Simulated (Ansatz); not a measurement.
Consider the formal exchange of groups at a C–Se bond: `C[Se][AlH2]` + `C=C=N` → `CC=C=N` + `[AlH2][SeH]`.

Isolated molecules relaxed with PBE0-D4/def2-TZVP in Ansatz; ΔE leaves out vibrations. CBS: MP2 limit from def2 TZ/QZ plus the TZ coupled-cluster correction, frozen cores. This one scheme is used for every species. DFT in def2-TZVPP. For Se outer-core shells are correlated without core-valence functions, which leaves a few kJ/mol of doubt a bond. Scalar relativity is left out up to krypton. Each species was taken in one conformer, which may not be the lowest.

| level | ΔE (kJ/mol) |
| --- | --- |
| revPBE-D4 | -8.7 |
| r2SCANh-D4 | -11.9 |
| PBE-QIDH | -13.6 |
| LC-ωPBE | -16.4 |

What does CCSD(T)/CBS give? (An estimate is asked.)

Ansatz gave: -12.0 kJ/mol. The listed levels differ from it by 3.3, 0.1, -1.6, -4.4 kJ/mol.

What do rigid-rotor, harmonic-oscillator terms from PBE0-D4/def2-TZVP frequencies (298.15 K, 1 bar) make of the CCSD(T)/CBS value? (Estimate.)

Ansatz gave: ΔZPE = -2.6 kJ/mol, ΔH = -15.6 kJ/mol, ΔS = -6 J/(mol·K), ΔG = -13.9 kJ/mol.

Largest T1 diagnostic among the species: 0.015.

At CCSD(T), def2-SVP lies −17.6 kJ/mol from the extrapolated value and def2-TZVPP +0.0 kJ/mol. In def2-TZVPP, CCSD(T) changes the Hartree–Fock value by +4.9 kJ/mol (the triples alone add +1.6 kJ/mol) and MP2 by +6.7 kJ/mol. From BLYP to BHLYP (50 % exact exchange), in def2-TZVPP and without D4, ΔE moves by −5.1 kJ/mol.
